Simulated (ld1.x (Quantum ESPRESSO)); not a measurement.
## Ranking TM potentials for W (Z = 74)

All share these settings but for the change named:

| Quantity | Value |
| --- | --- |
| Element | W |
| Generator | ld1.x (Quantum ESPRESSO) 7.5 |
| Type | norm-conserving Troullier–Martins (Kleinman–Bylander form) |
| Functional | PBE |
| Relativity | fully relativistic |
| Frozen core | [Xe] 4f14 |
| Valence charge | 6 |
| Reference configuration | 5d4 6s2 6p0 |
| Partial waves | 6s (bound): rc 1.95 bohr; 6p (bound, empty): rc 2.55 bohr; 5d (bound): rc 1.95 bohr |
| Local potential | all-electron potential smoothed inside 2.40 bohr (lloc = -2) |
| Core correction | a·sin(br)/r model core, default radius (core density twice the valence density) |

Open shells are filled in proportion to 2j + 1 (rel_dist='average').

Test errors are all-electron minus pseudo excitation energies from the reference, over 5d4 6s1 6p0; 5d4 6s0 6p0; 5d3 6s0 6p0; 5d5 6s1 6p0; 5d4 6s0 6p2; 5d5 6s0 6p0; 5d4 6s1.5 6p0. None of these files shows a bound ghost.

The base gives 175.6 meV.

Of 8 variants that were run, those that failed, showed a ghost or another fault, or gave nearly equal values are left out.

A variant can come out equal or close to the base, since the largest error may sit in a test that the change hardly touches while other tests move.

Question: Rank these variants by their largest absolute test error, smallest first.
A. all radii but the core radius scaled by about 1.40 (s 2.74, p 3.58, d 2.74 bohr); local potential all-electron potential smoothed inside 3.36 bohr (lloc = -2)
B. all radii but the core radius scaled by about 0.91 (s 1.78, p 2.32, d 1.78 bohr); local potential all-electron potential smoothed inside 2.18 bohr (lloc = -2)
C. all radii but the core radius scaled by about 1.15 (s 2.24, p 2.94, d 2.24 bohr); local potential all-electron potential smoothed inside 2.76 bohr (lloc = -2)

Answer: C (177.9 meV), B (203.6 meV), A (231.2 meV).
